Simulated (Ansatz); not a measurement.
Rb8Cl8⁺ (started as a model of: 1x4x4 RbCl rock-salt block). Total charge 1; doublet. Geometry PBE-D4/def2-SVP, that of the neutral singlet; atoms count from 1.

```xyz
16

Rb   -4.019    4.119    2.999
Cl   -0.982    3.953    3.089
Rb    1.722    2.546    3.992
Cl    4.750    2.288    3.654
Cl   -4.288    2.142    0.698
Rb   -1.060    1.911    0.559
Cl    1.288    0.163    1.871
Rb    4.512   -0.019    1.659
Rb   -4.513    0.014   -1.651
Cl   -1.291   -0.131   -1.905
Rb    1.066   -1.871   -0.596
Cl    4.292   -2.154   -0.687
Cl   -4.746   -2.320   -3.615
Rb   -1.723   -2.538   -4.005
Cl    0.980   -3.942   -3.099
Rb    4.012   -4.158   -2.962
```

In the def2 sets Rb takes a core potential; there is no spin–orbit coupling. An occupied level of the charge 1 doublet lies above an empty one (by up to 0.03 eV), so this SCF solution is probably not the lowest. The gap within one spin of the charge 1 doublet nearly closes, so an electron or hole may be smeared out by delocalisation error.

Estimate the Mulliken populations from the PBE/def2-SVP orbitals of Ansatz.


```tsv
atom	charge (e)	spin (α − β)
Rb1	0.66	0.00
Cl2	-0.49	0.10
Rb3	0.53	0.00
Cl4	-0.35	0.32
Cl5	-0.50	0.08
Rb6	0.63	0.00
Cl7	-0.53	0.01
Rb8	0.54	-0.01
Rb9	0.55	0.00
Cl10	-0.53	0.01
Rb11	0.64	0.01
Cl12	-0.49	0.08
Cl13	-0.35	0.31
Rb14	0.52	0.00
Cl15	-0.49	0.09
Rb16	0.66	0.00
```
Mulliken values and Mayer orders depend strongly on the basis.

Where does the spin sit?

Summed by element: Rb 0.01, Cl 0.99, of 1 unpaired in all. Largest on single atoms: Cl4 0.32, Cl13 0.31, Cl2 0.10.

And the Mayer bond orders between bonded heavy atoms (over 0.3)?

Rb1–Cl2 0.31 (3.04 Å); Rb1–Cl5 0.32 (3.05 Å); Rb3–Cl4 0.39 (3.06 Å); Cl4–Rb8 0.41 (3.06 Å); Cl5–Rb9 0.31 (3.18 Å); Rb8–Cl12 0.32 (3.18 Å); Rb9–Cl13 0.39 (3.06 Å); Cl12–Rb16 0.31 (3.05 Å); Cl13–Rb14 0.41 (3.06 Å); Cl15–Rb16 0.31 (3.04 Å).
